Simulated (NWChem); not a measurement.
All runs are NWChem calculations. System: HNP (+1), charge 1, spin multiplicity 1, at a geometry optimised with PBE0/def2-SVP. The structure started from a generated list of species. Level: PBE/aug-cc-pVDZ.

Input file:

```
start mol
memory heap 200 mb stack 900 mb global 1100 mb
charge 1
geometry units angstroms nocenter noautoz
  N      0.000000     0.000000     1.096898
  P      0.000000     0.000000    -0.389794
  H      0.000000     0.000000    -1.831373
  symmetry group C2v
end
basis spherical
  * library aug-cc-pvdz
end
dft
  xc xpbe96 cpbe96
  semidirect memsize 60000000 filesize 0
  iterations 100
end
property
  dipole
  response 1 0.0
end
task dft property
```

NWChem printed:

```
             Northwest Computational Chemistry Package (NWChem) 7.3.0
             --------------------------------------------------------

                                NWChem Input Module
                                -------------------

 Scaling coordinates for geometry "geometry" by  1.889725989
 (inverse scale =  0.529177249)

 Turning off AUTOSYM since
 SYMMETRY directive was detected!

                             Geometry "geometry" -> ""
                             -------------------------

 Output coordinates in angstroms (scale by  1.889725989 to convert to a.u.)

  No.       Tag          Charge          X              Y              Z
 ---- ---------------- ---------- -------------- -------------- --------------
    1 N                    7.0000     0.00000000     0.00000000     1.09689800
    2 P                   15.0000     0.00000000     0.00000000    -0.38979400
    3 H                    1.0000     0.00000000     0.00000000    -1.83137300

 Effective nuclear repulsion energy (a.u.)      44.1452072084

            Nuclear Dipole moment (a.u.)
            ----------------------------
        X                 Y               Z
 ---------------- ---------------- ----------------
     0.0000000000     0.0000000000     0.0000056692

      Symmetry information
      --------------------

 Group name             C2v
 Group number             16
 Group order               4
 No. of unique centers     3

      Symmetry unique atoms

     1    2    3


 Summary of "ao basis" -> "" (spherical)
 ------------------------------------------------------------------------------
       Tag                 Description            Shells   Functions and Types
 ---------------- ------------------------------  ------  ---------------------
 *                        aug-cc-pvdz                 on all atoms

  pbe96 is a nonlocal functional; adding pw91lda local functional.
                              NWChem Property Module
                              ----------------------

                                 NWChem DFT Module
                                 -----------------

 Summary of "ao basis" -> "ao basis" (spherical)
 ------------------------------------------------------------------------------
       Tag                 Description            Shells   Functions and Types
 ---------------- ------------------------------  ------  ---------------------
 N                        aug-cc-pvdz                9       23   4s3p2d
 P                        aug-cc-pvdz               11       27   5s4p2d
 H                        aug-cc-pvdz                5        9   3s2p

 Summary of "ao basis" -> "ao basis" (spherical)
 ------------------------------------------------------------------------------
       Tag                 Description            Shells   Functions and Types
 ---------------- ------------------------------  ------  ---------------------
 N                        aug-cc-pvdz                9       23   4s3p2d
 P                        aug-cc-pvdz               11       27   5s4p2d
 H                        aug-cc-pvdz                5        9   3s2p

            General Information
            -------------------
          SCF calculation type: DFT
          Wavefunction type:  closed shell.
          No. of atoms     :     3
          No. of electrons :    22
           Alpha electrons :    11
            Beta electrons :    11
          Charge           :     1
          Spin multiplicity:     1
          Use of symmetry is: off; symmetry adaption is: off
          Maximum number of iterations: 100
          AO basis - number of functions:    59
                     number of shells:    25
          Convergence on energy requested:  1.00D-06
          Convergence on density requested:  1.00D-05
          Convergence on gradient requested:  5.00D-04

              XC Information
              --------------
          PerdewBurkeErnzerhof Exchange Functional  1.000
            Perdew 1991 LDA Correlation Functional  1.000 local
           PerdewBurkeErnz. Correlation Functional  1.000 non-local

             Grid Information
             ----------------
          Grid used for XC integration:  medium
          Radial quadrature: Mura-Knowles
          Angular quadrature: Lebedev.
          Tag              B.-S. Rad. Rad. Pts. Rad. Cut. Ang. Pts.
          ---              ---------- --------- --------- ---------
          N                   0.65       49          13.0       434
          P                   1.00       88          11.0       590
          H                   0.35       45          12.0       434
          Grid pruning is: on
          Number of quadrature shells:   182
          Spatial weights used:  Erf1

          Convergence Information
          -----------------------
          Convergence aids based upon iterative change in
          total energy or number of iterations.
          Levelshifting, if invoked, occurs when the
          HOMO/LUMO gap drops below (HL_TOL):  1.00D-02
          DIIS, if invoked, will attempt to extrapolate
          using up to (NFOCK): 10 stored Fock matrices.

                    Damping( 0%)  Levelshifting(0.5)       DIIS
                  --------------- ------------------- ---------------
          dE  on:    start            ASAP                start
          dE off:    2 iters        100 iters           100 iters

      Screening Tolerance Information
      -------------------------------
          Density screening/tol_rho:  1.00D-10
          AO Gaussian exp screening on grid/accAOfunc:  14
          CD Gaussian exp screening on grid/accCDfunc:  20
[...]
   convergence    iter        energy       DeltaE   RMS-Dens  Diis-err    time
 ---------------- ----- ----------------- --------- --------- ---------  ------
 d= 0,ls=0.0,diis     1   -395.8548302677 -4.40D+02  5.39D-02  1.62D+00     0.9
 d= 0,ls=0.0,diis     2   -392.5281730699  3.33D+00  5.35D-02  1.44D+01     0.9
 d= 0,ls=0.0,diis     3   -395.8319485126 -3.30D+00  8.36D-03  1.50D+00     1.0
 d= 0,ls=0.0,diis     4   -396.0157831226 -1.84D-01  4.43D-03  8.11D-02     1.1
 d= 0,ls=0.0,diis     5   -396.0267355233 -1.10D-02  1.80D-03  3.86D-02     1.1
  Resetting Diis
 d= 0,ls=0.0,diis     6   -396.0311253152 -4.39D-03  2.26D-04  6.17D-03     1.2
 d= 0,ls=0.0,diis     7   -396.0314914566 -3.66D-04  2.91D-03  3.13D-03     1.3
 d= 0,ls=0.0,diis     8   -396.0151858014  1.63D-02  2.47D-03  1.32D-01     1.4
 d= 0,ls=0.0,diis     9   -396.0319006633 -1.67D-02  4.20D-05  1.99D-05     1.4
 d= 0,ls=0.0,diis    10   -396.0319035546 -2.89D-06  3.20D-06  1.27D-07     1.5
 d= 0,ls=0.0,diis    11   -396.0319035696 -1.50D-08  1.14D-06  4.83D-09     1.6

         Total DFT energy =     -396.031903569556
      One electron energy =     -626.510266237327
           Coulomb energy =      216.196695998246
    Exchange-Corr. energy =      -29.863540538870
 Nuclear repulsion energy =       44.145207208395

 Numeric. integr. density =       22.000002229367

     Total iterative time =      1.2s

                       DFT Final Molecular Orbital Analysis
                       ------------------------------------

 Vector    9  Occ=2.000000D+00  E=-6.259994D-01
              MO Center=  5.2D-11,  5.3D-11,  8.0D-01, r^2= 1.8D+00
   Bfn.  Coefficient  Atom+Function         Bfn.  Coefficient  Atom+Function
  ----- ------------  ---------------      ----- ------------  ---------------
     3      0.449857  1 N  s                  7      0.452071  1 N  pz
    27     -0.300960  2 P  s                 34     -0.282699  2 P  pz
     2      0.257615  1 N  s                 26     -0.229311  2 P  s
    51      0.229382  3 H  s                 52      0.199820  3 H  s
     4      0.153357  1 N  s                 10      0.152373  1 N  pz

 Vector   10  Occ=2.000000D+00  E=-6.001075D-01
              MO Center= -8.6D-11, -8.2D-11,  4.3D-01, r^2= 1.4D+00
   Bfn.  Coefficient  Atom+Function         Bfn.  Coefficient  Atom+Function
  ----- ------------  ---------------      ----- ------------  ---------------
     5      0.327349  1 N  px                 6     -0.327350  1 N  py
    32      0.289777  2 P  px                33     -0.289777  2 P  py
     8      0.194253  1 N  px                 9     -0.194253  1 N  py
    35      0.158754  2 P  px                36     -0.158754  2 P  py
    42     -0.039940  2 P  d -1              44     -0.039940  2 P  d  1

 Vector   11  Occ=2.000000D+00  E=-6.001075D-01
              MO Center= -5.6D-10, -5.6D-10,  4.3D-01, r^2= 1.4D+00
   Bfn.  Coefficient  Atom+Function         Bfn.  Coefficient  Atom+Function
  ----- ------------  ---------------      ----- ------------  ---------------
     5      0.327350  1 N  px                 6      0.327349  1 N  py
    32      0.289777  2 P  px                33      0.289777  2 P  py
     8      0.194253  1 N  px                 9      0.194253  1 N  py
    35      0.158754  2 P  px                36      0.158754  2 P  py
    42      0.039940  2 P  d -1              44     -0.039940  2 P  d  1

 Vector   12  Occ=0.000000D+00  E=-4.196179D-01
              MO Center=  7.4D-09,  7.7D-09, -6.3D-01, r^2= 2.5D+00
   Bfn.  Coefficient  Atom+Function         Bfn.  Coefficient  Atom+Function
  ----- ------------  ---------------      ----- ------------  ---------------
    51      0.425938  3 H  s                  7     -0.372166  1 N  pz
    52      0.361287  3 H  s                 27     -0.311486  2 P  s
    26     -0.290636  2 P  s                 43      0.284314  2 P  d  0
     4     -0.237426  1 N  s                 34      0.156129  2 P  pz
    37      0.105739  2 P  pz                10     -0.093830  1 N  pz

 Vector   13  Occ=0.000000D+00  E=-4.180408D-01
              MO Center= -7.8D-09, -7.8D-09, -5.6D-02, r^2= 2.1D+00
   Bfn.  Coefficient  Atom+Function         Bfn.  Coefficient  Atom+Function
  ----- ------------  ---------------      ----- ------------  ---------------
     5      0.327372  1 N  px                 6      0.327394  1 N  py
    32     -0.321830  2 P  px                33     -0.321851  2 P  py
    35     -0.299121  2 P  px                36     -0.299141  2 P  py
     8      0.213143  1 N  px                 9      0.213157  1 N  py
    42      0.110322  2 P  d -1              44     -0.110315  2 P  d  1

 Vector   14  Occ=0.000000D+00  E=-4.180408D-01
              MO Center=  1.1D-10, -1.6D-10, -5.6D-02, r^2= 2.1D+00
   Bfn.  Coefficient  Atom+Function         Bfn.  Coefficient  Atom+Function
  ----- ------------  ---------------      ----- ------------  ---------------
     5      0.327394  1 N  px                 6     -0.327372  1 N  py
    32     -0.321851  2 P  px                33      0.321830  2 P  py
    35     -0.299141  2 P  px                36      0.299121  2 P  py
     8      0.213157  1 N  px                 9     -0.213143  1 N  py
    42     -0.110315  2 P  d -1              44     -0.110322  2 P  d  1

 center of mass
 --------------
 x =   0.00000000 y =   0.00000000 z =   0.05921132

 moments of inertia (a.u.)
 ------------------
          88.881809561153           0.000000000000           0.000000000000
           0.000000000000          88.881809561153           0.000000000000
           0.000000000000           0.000000000000           0.000000000000

     Multipole analysis of the density
     ---------------------------------

     L   x y z        total         alpha         beta         nuclear
     -   - - -        -----         -----         ----         -------
     0   0 0 0      1.000000    -11.000000    -11.000000     23.000000

     1   1 0 0      0.000000      0.000000      0.000000      0.000000
     1   0 1 0      0.000000      0.000000      0.000000      0.000000
     1   0 0 1     -1.732235     -0.866120     -0.866120      0.000006

     2   2 0 0    -11.363215     -5.681607     -5.681607      0.000000
     2   1 1 0      0.000000      0.000000      0.000000      0.000000
     2   1 0 1     -0.000000     -0.000000     -0.000000      0.000000
     2   0 2 0    -11.363215     -5.681607     -5.681607      0.000000
     2   0 1 1     -0.000000     -0.000000     -0.000000      0.000000
     2   0 0 2     -7.236585    -28.714508    -28.714508     50.192430

 *** CALLING NEW AORESP DRIVER FOR CLOSED AND OPEN SHELLS ***
 Entering AOResponse driver routine

--------------------------------------------------------------------------------

          ****************
          *** RESPONSE ***
          ****************

 Response module for NWChem and dynamic CPKS solver

          -----------------------------------------------
          Solving response equations for perturbing field
          -----------------------------------------------

 number of frequencies:     1
 frequency in a.u.:  0.0000000E+00
 Perturbing field: electric
 Using El. Dipole Length Gauge

 Setting up CPKS with frequency omega =      0.00000000 a.u.

 STATIC response

                                NWChem CPHF Module
                                ------------------

  scftype          =     RHF
  nclosed          =       11
  nopen            =        0
  variables        =      528
  # of vectors     =        3
  tolerance        = 0.10D-03
  level shift      = 0.00D+00
  max iterations   =       50
  max subspace     =       30

  int2e_file: Failed to allocate cache ... halving
 SCF residual:    3.4256764041350633E-005

Iterative solution of linear equations
  No. of variables      528
  No. of equations        3
  Maximum subspace       30
        Iterations       50
       Convergence  1.0D-04

   iter   nsub   residual    time
   ----  ------  --------  ---------
     1      3    3.44D+01       3.9
     2      6    4.96D+00       5.7
     3      9    5.43D-01       7.5
     4     12    7.79D-02       9.4
     5     15    1.26D-02      11.2
     6     18    9.77D-04      13.0
     7     21    3.80D-05      14.9

 Electric Dipole Response Matrix (nonzero elements):

              1        2        3
    1   18.6276  -0.0000   0.0000
    2   -0.0000  18.6276   0.0000
    3    0.0000   0.0000  36.4006

 ------------------------------------------
 average:        24.55195 + I       0.00000

 DFT Linear Response polarizability / au
 Frequency  =       0.0000000 / au
 Wavelength = -999999.0000000 / nm
              X              Y              Z
 -----------------------------------------------
 X      18.6276105     -0.0000000      0.0000000
 Y      -0.0000000     18.6276105      0.0000000
 Z       0.0000000      0.0000000     36.4006366
 -----------------------------------------------
 Eigenvalues =      18.6276105     18.6276105     36.4006366
 Isotropic   =      24.5519526
 Anisotropic =      17.7730261
 -----------------------------------------------

 Magnetic Dipole Response Matrix (nonzero elements):
 Optical rotation tensor Beta

 *** static G'=0. Use GPRIME input with finite omega
 *** or better ORBETA without GPRIME for small or zero freq.

 zero matrix

 ------------------------------------------
 average:         0.00000 + I       0.00000

 Exiting AOResponse driver routine

          -------------
          Dipole Moment
          -------------

 Center of charge (in au) is the expansion point
         X =       0.0000000 Y =       0.0000000 Z =       0.0000002

   Dipole moment        1.7322347577 A.U.
             DMX        0.0000000022 DMXEFC        0.0000000000
             DMY        0.0000000022 DMYEFC        0.0000000000
             DMZ       -1.7322347577 DMZEFC        0.0000000000
   -EFC- dipole         0.0000000000 A.U.
   Total dipole         1.7322347577 A.U.

   Dipole moment        4.4029348569 Debye(s)
             DMX        0.0000000055 DMXEFC        0.0000000000
             DMY        0.0000000055 DMYEFC        0.0000000000
             DMZ       -4.4029348569 DMZEFC        0.0000000000
   -EFC- dipole         0.0000000000 DEBYE(S)
   Total dipole         4.4029348569 DEBYE(S)

 1 a.u. = 2.541766 Debyes

 Task  times  cpu:       14.9s     wall:       14.9s

 Total times  cpu:       14.9s     wall:       14.9s
```
